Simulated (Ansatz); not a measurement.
Species: CH₆OSi (charge 0, singlet). SMILES: [SiH3]OC
Structure (B3LYP-D3(BJ)/def2-TZVP (Ansatz, a program for electronic structure) minimum search):
```xyz
9

Si     1.0072     0.2847     0.1736
O     -0.3092    -0.5077    -0.4154
C     -1.6411    -0.1893    -0.0463
H      2.1880    -0.3427    -0.4511
H      1.0809     0.1649     1.6527
H      0.9516     1.7305    -0.1643
H     -1.8932     0.8414    -0.3167
H     -1.7973    -0.3187     1.0297
H     -2.3104    -0.8637    -0.5797
```
Charge 0, spin multiplicity 1.

Atomisation energy built up term by term with Ansatz (kcal/mol; UHF references for open shells; valence terms freeze the core; atomic spin-orbit terms are left out). CBS marks a two-point X^-3 extrapolation of the correlation energy; Hartree-Fock from the larger set (for Q and 5 zeta extrapolated as (X+1)exp(-9√X)).

```tsv
term	basis	kcal/mol
Hartree-Fock	CBS(cc-pV(Q+d)Z,cc-pV(5+d)Z)	?
CCSD correlation	CBS(cc-pV(Q+d)Z,cc-pV(5+d)Z)	?
(T)	CBS(cc-pV(Q+d)Z,cc-pV(5+d)Z)	8.59
core correlation	cc-pwCVTZ	1.22
scalar relativity (X2C)	cc-pVTZ-DK against cc-pVTZ	-1.21
sum: De		?
```

### Question
Fill in the missing entries.

### Answer

- Hartree-Fock, kcal/mol: 557.09
- CCSD correlation, kcal/mol: 178.55
- sum: De, kcal/mol: 744.2
